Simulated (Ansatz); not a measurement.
`OCN[SiH2]O` + H₂ → `CN[SiH2]O` + H₂O  (hydrogenolysis of a C–O bond)

Program: Ansatz. Geometries: PBE0-D4/def2-TZVP. ΔE: electronic, gas phase. CCSD(T)/CBS adds triple-zeta CCSD(T) − MP2 to the extrapolated MP2 energy (def2 sets, frozen cores). This one scheme is used for every species. Functionals use def2-TZVPP. Each species was taken in one conformer, which may not be the lowest.

```tsv
level	ΔE (kJ/mol)
PBE-D4	-67.9
HF/def2-TZVPP	-84.3
MP2/def2-TZVPP	-74.5
HF/CBS(def2)	-85.7
```

(1) What does CCSD(T)/CBS give? (Estimate.)

Largest T1 diagnostic among the species: 0.011.

Answers

(1) Ansatz gave: -77.5 kJ/mol. The listed levels differ from it by 9.6, -6.8, 3.0, -8.2 kJ/mol.

The D4 term adds +6.6 kJ/mol with B3LYP and +3.5 kJ/mol with PBE0; it sums over pairs of atoms, weighted by their polarisabilities, and B3LYP, whose exchange is more repulsive, gets the larger term. In def2-TZVPP, CCSD(T) changes the Hartree–Fock value by +11.1 kJ/mol (the triples alone add +4.1 kJ/mol) and MP2 by +9.8 kJ/mol.

B3LYP here is the variant with VWN-RPA as its local correlation; programs differ in this.
